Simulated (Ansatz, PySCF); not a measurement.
Dimer: CH4OSe (SMILES CO[SeH]) (first 7 atoms) with CH4 (SMILES C); geometry from B3LYP-D3(BJ)/def2-TZVP.
(charge 0, multiplicity 1):
```xyz
12

C      1.8353     0.8063     0.8019
O      0.4378     0.7690     0.5231
Se    -0.2413    -0.8850     0.2262
H      2.0930     0.1789     1.6584
H      2.0649     1.8478     1.0322
H      2.4225     0.4897    -0.0653
H      0.1688    -0.9781    -1.1963
C     -0.0456     0.0024     3.9507
H      0.2092    -0.9775     3.5478
H     -0.9104    -0.0907     4.6063
H      0.7993     0.3898     4.5192
H     -0.2776     0.6826     3.1329
```

Basis-set superposition error: the interaction energy with monomers in their own basis, and in the dimer's basis (counterpoise).

Codes used: Ansatz (Gaussian orbitals); PySCF for 6-31G* rows. Values without a source in brackets are computed.

```csv
level,uncorrected (meV),counterpoise (meV),difference
HF/aug-cc-pVDZ,17.9,36.2,18.3
BLYP/def2-TZVPPD,42.2,46.3,4.1
revPBE/def2-TZVPPD,44.5,48.0,3.4
B3LYP/def2-TZVPPD,19.0,22.7,3.7
PBE0/def2-TZVPPD,-13.6,-10.3,3.2
B2PLYP/def2-TZVPPD,-18.8,-10.3,8.5
MP2/6-31G*,-67.6,-4.9,62.8
MP2/aug-cc-pVDZ,-99.0,-48.5,50.4
CCSD/aug-cc-pVDZ,-82.9,-34.4,48.5
CCSD(T)/aug-cc-pVDZ,-98.3,-45.9,52.3
```

The error is largest for MP2/6-31G* (62.8 meV) and smallest for PBE0/def2-TZVPPD (3.2 meV).

Ansatz is a quantum-chemistry and plane-wave program.
